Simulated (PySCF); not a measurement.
Species: C6H11NOSi.
Structure used (GFN2-xTB), in Å, numbered top down from 1:
```
atom  x, y, z in Å
C1     3.6474   -0.6465    0.6488
O2     2.3853   -0.2417    0.2188
Si3    1.9695    0.3611   -1.2301
C4     0.1288    0.6523   -1.0512
C5    -0.5818    0.4571    0.0500
C6    -2.0550    0.6864    0.1738
C7    -2.7639   -0.6128    0.5964
C8    -4.1825   -0.4049    0.7182
N9    -5.3067   -0.2169    0.8079
H10    3.5478   -1.0522    1.6566
H11    4.0577   -1.4161   -0.0095
H12    4.3412    0.1976    0.6685
H13    2.2524   -0.6048   -2.3011
H14    2.6952    1.6047   -1.5217
H15   -0.3791    1.0149   -1.9365
H16   -0.0911    0.0931    0.9428
H17   -2.4644    1.0373   -0.7761
H18   -2.2449    1.4532    0.9311
H19   -2.5864   -1.3939   -0.1487
H20   -2.3748   -0.9572    1.5591
```

Computed at PBE0/pcSseg-1 (PySCF, non-relativistic), with Q(17O) = −0.0256 b, Q(14N) = 0.02044 b: O2, 17O (I = 5/2): χzz = -10.48 MHz, η = 0.406; N9, 14N (I = 1): χzz = -4.633 MHz, η = 0.016.

Find the zero-field quadrupole resonance frequencies of 17O at O2.

From the eigenvalues of H = χ/[4I(2I − 1)] × [3Iz² − I(I + 1) + η(Ix² − Iy²)], steps between neighbouring levels, labelled as for η = 0: ±1/2↔±3/2 1.832 MHz, ±3/2↔±5/2 3.049 MHz (silyl ether oxygen).

Find the zero-field quadrupole resonance frequencies of 14N at N9.

From ν± = (3/4)|χ|(1 ± η/3) and ν0 = |χ|η/2: ν+ 3.493 MHz, ν− 3.457 MHz, ν0 0.037 MHz (nitrile nitrogen).

In a crystal, neighbours and librations shift these lines. The structure is a single GFN2-xTB conformer in the gas phase; no vibrational or solvent corrections. GFN2-xTB bond lengths can be off by several hundredths of an ångström, more for odd bonds, and the gradients follow them. A larger basis could move these couplings by a tenth or more.

The run behind these numbers computed NMR shieldings as well. Hardware: an Arm Neoverse N1 with one thread, shared host. Cost: 82 s wall (with the writing of density and orbital grids), 0.95 GiB resident at most.
